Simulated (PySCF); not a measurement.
CH6ClNO2Si, SMILES NC[Si](O)(O)Cl.

Geometry optimised at B3LYP-D3(BJ)/def2-SVP. The structure was generated by enumeration, and PubChem lists no compound with its InChIKey, so it may never have been made. The values are those of a single conformer.

Level of theory: B3LYP-D3(BJ)/def2-SVP (PySCF).

Frequencies are harmonic and unscaled.

Computed normal modes with their intensities:
```
mode  ν (cm⁻¹)  IR (km/mol)   moving atoms (share of kinetic energy)
----  --------  -----------  ---------------------------------------
1           68          1.2          N 38 %, H 25 %, Cl 15 %, O 15 %
2          121         11.3          O 34 %, N 28 %, Cl 17 %, H 14 %
3          149         65.1                           H 71 %, O 19 %
4          185         21.9           H 52 %, O 17 %, Cl 8 %, Si 8 %
5          213         25.2           O 36 %, H 34 %, Cl 13 %, C 9 %
6          252         48.0                  H 51 %, O 28 %, Cl 12 %
7          290         36.2  O 44 %, Cl 14 %, Si 14 %, H 13 %, C 9 %
8          326         84.5                           H 77 %, O 10 %
9          336         23.9                   H 53 %, O 27 %, Cl 9 %
10         392         20.9  O 31 %, Si 25 %, H 15 %, N 14 %, C 12 %
11         491         81.1          Cl 39 %, Si 34 %, O 11 %, C 8 %
12         702         61.9           C 41 %, Si 25 %, H 23 %, O 8 %
13         727         34.9                    H 68 %, C 22 %, O 9 %
14         788        208.5                           H 70 %, O 26 %
15         814        248.3                  H 54 %, O 27 %, Si 13 %
16         891        341.8          H 48 %, Si 17 %, N 17 %, O 16 %
17         917          7.1          H 48 %, Si 20 %, O 17 %, N 11 %
18         964        116.1                  Si 46 %, O 40 %, H 13 %
19        1085          9.9                   C 43 %, N 30 %, H 26 %
20        1087         18.1                                   H 96 %
21        1279          0.9                           H 72 %, C 25 %
22        1371          0.2                           H 82 %, N 10 %
23        1421          5.6                                   H 93 %
24        1641         17.9                                   H 93 %
25        3026         16.6                                   H 95 %
26        3076         10.4                            H 91 %, C 9 %
27        3483          1.0                                   H 96 %
28        3558          3.0                            H 92 %, N 8 %
29        3874        106.4                                   H 94 %
30        3881        107.7                                   H 94 %
```
